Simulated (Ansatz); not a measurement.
Total energies of `C[O][Mo]([OH])([F])([F])([F])[O]C`.

Cartesian coordinates in Å:
```
C 1.187 -2.014 -1.543
O 0.221 -1.247 -0.890
Mo 0.020 -0.234 0.612
O -1.859 -0.252 0.727
F 1.886 -0.424 0.727
F 0.270 0.795 2.151
F -0.151 -1.697 1.768
O -0.172 1.354 -0.259
C -0.746 2.586 0.069
H 2.167 -1.814 -1.100
H 1.191 -1.753 -2.603
H 0.938 -3.072 -1.428
H -2.255 -0.912 1.306
H -1.832 2.458 0.134
H -0.362 2.917 1.038
H -0.501 3.309 -0.710
```

The species carries charge 0 and has multiplicity 1. Correlated methods include outer-core shells of Mo, which these sets cover unevenly. Mo takes the def2 core potential. The geometry is a stationary point of PBE0-D4/def2-TZVP. It is one conformer, not always the lowest. Basis def2-TZVPP, Ansatz 0.2.0.

RPA on PBE orbitals: Hartree–Fock energy of these orbitals -670.42782 Eh, correlation -3.65026 Eh (frozen core).

| functional | energy without D4 (Eh) | D4 term (kJ/mol) |
| --- | --- | --- |
| PBE | -673.74026 | -38.1 |
| revPBE | -674.17993 | -114.1 |
| BLYP | -674.22125 | -82.4 |
| r2SCAN | -674.09684 | -10.1 |
| r2SCANh | -674.02177 | -10.7 |
| HSE06 (plane-wave form) | -673.63214 | -30.3 |
| BHLYP | -673.86624 | -46.1 |
| ωB97X-V | -674.04553 | – |
| ωB97M-V | -674.01049 | – |
| PBE-QIDH | -673.51381 | – |

**Question.** Give the same for LDA (SPW92), B97M-V, PBE0, B3LYP, r2SCAN0, CAM-B3LYP, LC-ωPBE, B2PLYP. (Estimate.)

**Answer.** Ansatz gave: 
| functional | energy without D4 (Eh) | D4 term (kJ/mol) |
| --- | --- | --- |
| LDA (SPW92) | -669.98803 | – |
| B97M-V | -674.15514 | – |
| PBE0 | -673.65913 | -32.5 |
| B3LYP | -674.33424 | -60.7 |
| r2SCAN0 | -673.91324 | -11.7 |
| CAM-B3LYP | -674.07206 | -32.9 |
| LC-ωPBE | -673.95839 | – |
| B2PLYP | -673.84878 | – |

B3LYP takes the VWN-RPA correlation (the form of Gaussian; ORCA's B3LYP/G). HSE06 is the plane-wave form, built on full-range PBE exchange. The double hybrids freeze the cores in their second-order part.

LC-ωPBE has ω = 0.4 bohr⁻¹.
